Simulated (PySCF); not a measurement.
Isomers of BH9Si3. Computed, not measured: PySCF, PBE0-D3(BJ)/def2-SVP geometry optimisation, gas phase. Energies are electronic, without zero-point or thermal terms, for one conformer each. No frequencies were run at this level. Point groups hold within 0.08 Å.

**Question.** Order them by energy at this level, lowest first, and give relative energies in kcal/mol.
A. B(SiH3)3, `[SiH3]B([SiH3])[SiH3]`
B. `[BH2:1][SiH2:2][SiH2:3][SiH3:4]` with H–B1–Si2–Si3 84° and -90°, B1–Si2–Si3–Si4 -62°

**Answer.** B (0.0), A (7.3).

```csv
SMILES,E (Eh),E rel (kcal/mol),dipole (D),point group,"A, B, C (MHz)"
B[SiH2][SiH2][SiH3],-897.99050,0.0,0.16,C1,"4602, 1636, 1384"
[SiH3]B([SiH3])[SiH3],-897.97879,7.3,0.04,–,"2386, 2378, 1243"
```

***

Isomers of C6H4. Theory: PySCF 2.14.0, PBE0-D3(BJ)/def2-SVP geometry optimisation, gas phase. Energies are electronic, without zero-point or thermal terms, for one conformer each. No frequencies were run at this level. Point groups hold within 0.08 Å.

Question: Rank from lowest to highest electronic energy at this level (kcal/mol).
A. `C#CC1=CC1=C`
B. `C#CC(=C)C#C`

Answer: B (0.0), A (8.6).

As drawn, the higher has a three-membered ring, which the lower lacks.

| SMILES | E (Eh) | E rel (kcal/mol) | dipole (D) | point group | A, B, C (MHz) |
| --- | --- | --- | --- | --- | --- |
| C#CC(=C)C#C | -230.42534 | 0.0 | 0.35 | C2v | 6200, 2840, 1948 |
| C#CC1=CC1=C | -230.41156 | 8.6 | 1.81 | Cs | 11037, 2248, 1867 |
